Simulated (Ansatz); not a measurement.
# Nudged elastic band run: CH$_{6}$BClO

input.yaml

```yaml
crystal:
  periodic: [false, false, false]
  atoms:
    - { symbol: B, position_ang: [-0.036333, -0.511981, -0.015013] }
    - { symbol: O, position_ang: [-0.493758, 0.182687, 1.064185] }
    - { symbol: H, position_ang: [-1.271529, -0.202835, 1.484859] }
    - { symbol: C, position_ang: [1.216266, 0.000894, -0.785963] }
    - { symbol: H, position_ang: [1.999042, -0.776465, -0.779488] }
    - { symbol: H, position_ang: [0.963597, 0.156752, -1.848285] }
    - { symbol: H, position_ang: [1.631658, 0.931323, -0.375129] }
    - { symbol: H, position_ang: [-0.635042, -1.518151, -0.331776] }
    - { symbol: Cl, position_ang: [1.018057, 2.850649, 1.832641] }
    - { symbol: H, position_ang: [0.32284, 1.771727, 1.617669] }
basis:
  gaussian: { orbitals: def2-SVP }
hamiltonian:
  xc: cam_b3lyp
  dispersion: d4
neb:
  order_check: false
  images: 7
  f_tol: 0.03
  max_iterations: 60
  final_atoms:
    - { symbol: B, position_ang: [-0.00804772, 0.44061478, -0.03217058] }
    - { symbol: O, position_ang: [0.10890495, -0.03713586, 1.59086076] }
    - { symbol: H, position_ang: [-0.75042368, -0.40063899, 1.85455516] }
    - { symbol: C, position_ang: [1.35985819, 0.05272504, -0.71675472] }
    - { symbol: H, position_ang: [1.53372511, -1.03546125, -0.69258519] }
    - { symbol: H, position_ang: [1.33897604, 0.3553635, -1.77571859] }
    - { symbol: H, position_ang: [2.22568721, 0.5520594, -0.25259096] }
    - { symbol: H, position_ang: [-1.02422974, -0.1232225, -0.38018067] }
    - { symbol: Cl, position_ang: [-0.27934106, 2.2691935, 0.20569609] }
    - { symbol: H, position_ang: [0.2096887, 0.81110239, 2.06258871] }
  initial_path:
    images:
      - { positions_ang: [[-0.036333, -0.511981, -0.015013], [-0.493758, 0.182687, 1.064185], [-1.271529, -0.202835, 1.484859], [1.216266, 0.000894, -0.785963], [1.999042, -0.776465, -0.779488], [0.963597, 0.156752, -1.848285], [1.631658, 0.931323, -0.375129], [-0.635042, -1.518151, -0.331776], [1.018057, 2.850649, 1.832641], [0.32284, 1.771727, 1.617669]] }
      - { positions_ang: [[-0.02033227, -0.39681409, -0.00636795], [-0.37056156, 0.15960893, 1.24154396], [-1.17625298, -0.21105867, 1.64456464], [1.26761663, -0.00019489, -0.78053411], [1.95842952, -0.83980241, -0.79595171], [1.03792546, 0.2204316, -1.83148952], [1.75775486, 0.85876966, -0.33405747], [-0.72370918, -1.18428835, -0.39469443], [0.75087961, 2.64935236, 1.50756198], [0.23304791, 1.62859586, 1.6131246]] }
      - { positions_ang: [[-0.00433155, -0.28164719, 0.00227711], [-0.24736513, 0.13653085, 1.41890292], [-1.08097697, -0.21928233, 1.80427027], [1.31896727, -0.00128378, -0.77510521], [1.91781704, -0.90313982, -0.81241541], [1.11225393, 0.2841112, -1.81469404], [1.88385173, 0.78621632, -0.29298594], [-0.81237635, -0.85042569, -0.45761285], [0.48370221, 2.44805572, 1.18248296], [0.14325582, 1.48546472, 1.6085802]] }
      - { positions_ang: [[0.01166918, -0.16648028, 0.01092216], [-0.12416869, 0.11345278, 1.59626188], [-0.98570095, -0.227506, 1.96397591], [1.3703179, -0.00237268, -0.76967632], [1.87720456, -0.96647723, -0.82887912], [1.18658239, 0.3477908, -1.79789856], [2.00994859, 0.71366299, -0.25191441], [-0.90104353, -0.51656304, -0.52053128], [0.21652482, 2.24675908, 0.85740394], [0.05346373, 1.34233358, 1.6040358]] }
      - { positions_ang: [[0.02766991, -0.05131338, 0.01956721], [-0.00097226, 0.09037471, 1.77362083], [-0.89042493, -0.23572966, 2.12368154], [1.42166854, -0.00346157, -0.76424742], [1.83659208, -1.02981464, -0.84534283], [1.26091086, 0.4114704, -1.78110308], [2.13604545, 0.64110965, -0.21084288], [-0.9897107, -0.18270038, -0.58344971], [-0.05065258, 2.04546244, 0.53232492], [-0.03632836, 1.19920244, 1.59949141]] }
      - { positions_ang: [[0.0187405, 0.07166866, 0.00663276], [0.02649704, 0.05849707, 1.72793081], [-0.85542462, -0.27695699, 2.05639995], [1.40621595, 0.01058508, -0.75237425], [1.76087534, -1.03122629, -0.80715342], [1.28042715, 0.39744367, -1.77975696], [2.15845589, 0.61884709, -0.2212799], [-0.99834046, -0.16783091, -0.53263245], [-0.1078247, 2.1013952, 0.45066772], [0.0251759, 1.10217743, 1.71526573]] }
      - { positions_ang: [[0.00981109, 0.1946507, -0.00630168], [0.05396635, 0.02661942, 1.68224079], [-0.82042431, -0.31818432, 1.98911835], [1.39076337, 0.02463174, -0.74050107], [1.6851586, -1.03263795, -0.76896401], [1.29994345, 0.38341695, -1.77841084], [2.18086633, 0.59658452, -0.23171692], [-1.00697022, -0.15296144, -0.48181519], [-0.16499682, 2.15732797, 0.36901051], [0.08668017, 1.00515242, 1.83104006]] }
      - { positions_ang: [[0.00088168, 0.31763274, -0.01923613], [0.08143565, -0.00525822, 1.63655078], [-0.785424, -0.35941165, 1.92183675], [1.37531078, 0.03867839, -0.7286279], [1.60944186, -1.0340496, -0.7307746], [1.31945974, 0.36939022, -1.77706471], [2.20327677, 0.57432196, -0.24215394], [-1.01559998, -0.13809197, -0.43099793], [-0.22216894, 2.21326074, 0.2873533], [0.14818444, 0.9081274, 1.94681438]] }
      - { positions_ang: [[-0.00804772, 0.44061478, -0.03217058], [0.10890495, -0.03713586, 1.59086076], [-0.75042368, -0.40063899, 1.85455516], [1.35985819, 0.05272504, -0.71675472], [1.53372511, -1.03546125, -0.69258519], [1.33897604, 0.3553635, -1.77571859], [2.22568721, 0.5520594, -0.25259096], [-1.02422974, -0.1232225, -0.38018067], [-0.27934106, 2.2691935, 0.20569609], [0.2096887, 0.81110239, 2.06258871]] }
```

Run as:

```bash
$ ansatz run input.yaml --threads 4 --pin off --max-ram 5120MiB --backend cpu --events-out ev --progress --plain --runs-dir out
```

Output, in part (warnings, iteration lines, the closing report on the highest movable image, with atoms numbered from 0):

```
NEB end point (image 0): max|allowed force component| = 5.425e-3 eV/Å (the criterion of neb.relax_end_points is 1.000e-2)
NEB end point (image 8): max|allowed force component| = 2.482e-2 eV/Å (the criterion of neb.relax_end_points is 1.000e-2)
NEB iter   1: max|band force component| = 1.125e1 eV/Å  barrier→ = 2.9986 eV  barrier← = 2.6902 eV  Δτ_max = 0.1945 Å  (232 SCF iters)
NEB iter   2: max|band force component| = 3.893e0 eV/Å  barrier→ = 1.3552 eV  barrier← = 1.0468 eV  Δτ_max = 0.1960 Å  (210 SCF iters)
NEB iter   3: max|band force component| = 1.770e0 eV/Å  barrier→ = 1.2264 eV  barrier← = 0.9180 eV  Δτ_max = 0.1985 Å  (216 SCF iters)
NEB iter   4: max|band force component| = 2.041e0 eV/Å  barrier→ = 1.2601 eV  barrier← = 0.9517 eV  Δτ_max = 0.0993 Å  (212 SCF iters)
NEB iter   5: max|band force component| = 2.166e0 eV/Å  barrier→ = 1.1554 eV  barrier← = 0.8470 eV  Δτ_max = 0.0507 Å  (210 SCF iters)
NEB iter   6: max|band force component| = 1.475e0 eV/Å  barrier→ = 1.0152 eV  barrier← = 0.7068 eV  Δτ_max = 0.0503 Å  (207 SCF iters)
NEB iter   7: max|band force component| = 1.291e0 eV/Å  barrier→ = 0.9228 eV  barrier← = 0.6144 eV  Δτ_max = 0.0500 Å  (211 SCF iters)
NEB iter   8: max|band force component| = 1.115e0 eV/Å  barrier→ = 0.9160 eV  barrier← = 0.6076 eV  Δτ_max = 0.1013 Å  (206 SCF iters)
NEB iter   9: max|band force component| = 8.443e-1 eV/Å  barrier→ = 0.9464 eV  barrier← = 0.6380 eV  Δτ_max = 0.1001 Å  (210 SCF iters)
NEB iter  10: max|band force component| = 7.264e-1 eV/Å  barrier→ = 0.9609 eV  barrier← = 0.6525 eV  Δτ_max = 0.1007 Å  (211 SCF iters)
NEB iter  11: max|band force component| = 9.884e-1 eV/Å  barrier→ = 0.8761 eV  barrier← = 0.5677 eV  Δτ_max = 0.0499 Å  (208 SCF iters)
NEB iter  12: max|band force component| = 8.860e-1 eV/Å  barrier→ = 0.7851 eV  barrier← = 0.4767 eV  CI = image 6  Δτ_max = 0.0997 Å  (205 SCF iters)
NEB iter  13: max|band force component| = 9.402e-1 eV/Å  barrier→ = 0.8826 eV  barrier← = 0.5742 eV  CI = image 6  Δτ_max = 0.0980 Å  (211 SCF iters)
NEB iter  14: max|band force component| = 1.248e0 eV/Å  barrier→ = 1.0071 eV  barrier← = 0.6987 eV  CI = image 6  Δτ_max = 0.0829 Å  (209 SCF iters)
NEB iter  15: max|band force component| = 3.642e-1 eV/Å  barrier→ = 0.9368 eV  barrier← = 0.6284 eV  CI = image 6  Δτ_max = 0.0766 Å  (209 SCF iters)
NEB iter  16: max|band force component| = 1.380e-1 eV/Å  barrier→ = 0.9399 eV  barrier← = 0.6315 eV  CI = image 6  Δτ_max = 0.1986 Å  (202 SCF iters)
NEB iter  17: max|band force component| = 2.656e-1 eV/Å  barrier→ = 0.9375 eV  barrier← = 0.6291 eV  CI = image 6  Δτ_max = 0.1001 Å  (211 SCF iters)
NEB iter  18: max|band force component| = 5.187e-2 eV/Å  barrier→ = 0.9371 eV  barrier← = 0.6287 eV  CI = image 6  Δτ_max = 0.1568 Å  (206 SCF iters)
NEB iter  19: max|band force component| = 1.226e-1 eV/Å  barrier→ = 0.9370 eV  barrier← = 0.6286 eV  CI = image 6  Δτ_max = 0.0790 Å  (176 SCF iters)
NEB iter  20: max|band force component| = 1.528e-1 eV/Å  barrier→ = 0.9369 eV  barrier← = 0.6285 eV  CI = image 6  Δτ_max = 0.0394 Å  (176 SCF iters)
NEB iter  21: max|band force component| = 5.273e-2 eV/Å  barrier→ = 0.9369 eV  barrier← = 0.6285 eV  CI = image 6  Δτ_max = 0.0182 Å  (165 SCF iters)
NEB iter  22: max|band force component| = 2.138e-2 eV/Å  barrier→ = 0.9369 eV  barrier← = 0.6285 eV  CI = image 6  Δτ_max = 0.0000 Å  (345 SCF iters)
Total energy: -16373.41582095 eV, -601.7119331201 hartree
Atom 0 at     0.028099     0.112479     0.062894 Å, force     0.000842     0.000286    -0.000038 eV/Å
Atom 1 at     0.115449    -0.022818     1.551457 Å, force    -0.001263    -0.000357    -0.001682 eV/Å
Atom 2 at    -0.708325    -0.369857     1.922471 Å, force     0.000619    -0.000241     0.001267 eV/Å
Atom 3 at     1.385389     0.001973    -0.692011 Å, force    -0.000544    -0.000127     0.001481 eV/Å
Atom 4 at     1.631804    -1.070190    -0.797975 Å, force    -0.000033     0.000133    -0.000304 eV/Å
Atom 5 at     1.326545     0.423219    -1.705543 Å, force    -0.000130     0.000044    -0.000288 eV/Å
Atom 6 at     2.213064     0.484583    -0.152607 Å, force    -0.000018    -0.000167    -0.000324 eV/Å
Atom 7 at    -1.034531    -0.219026    -0.395205 Å, force     0.000609     0.000258    -0.000092 eV/Å
Atom 8 at    -0.250445     2.347324     0.533010 Å, force    -0.000191     0.000719    -0.001076 eV/Å
Atom 9 at     0.007749     1.196914     1.537210 Å, force     0.000109    -0.000548     0.001055 eV/Å
Dipole moment:    -0.134472    -0.484634     0.321654 e Å
```

The run converged. A vibrational analysis at the climbing image gives one clearly imaginary mode, 1039i cm⁻¹: a first-order saddle point. The orbitals stay closed-shell, which can raise the energy where a bond breaks towards radicals; this wasn't checked here.

Final band (atoms are numbered from 1 in the order of the input):

```json
{"image": "0", "path coordinate (Å)": "0.00", "energy (eV)": "0.00", "Cl9–H10 (Å)": "1.30", "B1–Cl9 (Å)": "3.98", "O2–H10 (Å)": "1.87"}
{"image": "1", "path coordinate (Å)": "0.61", "energy (eV)": "0.01", "Cl9–H10 (Å)": "1.30", "B1–Cl9 (Å)": "3.92", "O2–H10 (Å)": "1.87"}
{"image": "2", "path coordinate (Å)": "1.22", "energy (eV)": "0.03", "Cl9–H10 (Å)": "1.30", "B1–Cl9 (Å)": "3.78", "O2–H10 (Å)": "1.89"}
{"image": "3", "path coordinate (Å)": "1.82", "energy (eV)": "0.06", "Cl9–H10 (Å)": "1.30", "B1–Cl9 (Å)": "3.59", "O2–H10 (Å)": "1.93"}
{"image": "4", "path coordinate (Å)": "2.43", "energy (eV)": "0.10", "Cl9–H10 (Å)": "1.30", "B1–Cl9 (Å)": "3.32", "O2–H10 (Å)": "1.98"}
{"image": "5", "path coordinate (Å)": "3.04", "energy (eV)": "0.27", "Cl9–H10 (Å)": "1.31", "B1–Cl9 (Å)": "2.83", "O2–H10 (Å)": "1.78"}
{"image": "6", "path coordinate (Å)": "3.65", "energy (eV)": "0.94", "Cl9–H10 (Å)": "1.55", "B1–Cl9 (Å)": "2.30", "O2–H10 (Å)": "1.22"}
{"image": "7", "path coordinate (Å)": "4.10", "energy (eV)": "0.46", "Cl9–H10 (Å)": "1.94", "B1–Cl9 (Å)": "1.97", "O2–H10 (Å)": "1.01"}
{"image": "8", "path coordinate (Å)": "4.56", "energy (eV)": "0.31", "Cl9–H10 (Å)": "2.41", "B1–Cl9 (Å)": "1.86", "O2–H10 (Å)": "0.98"}
```

Time of the run: 2.3 min on 4 threads of Arm Neoverse V2, on a shared host, peak memory 0.2 GiB.
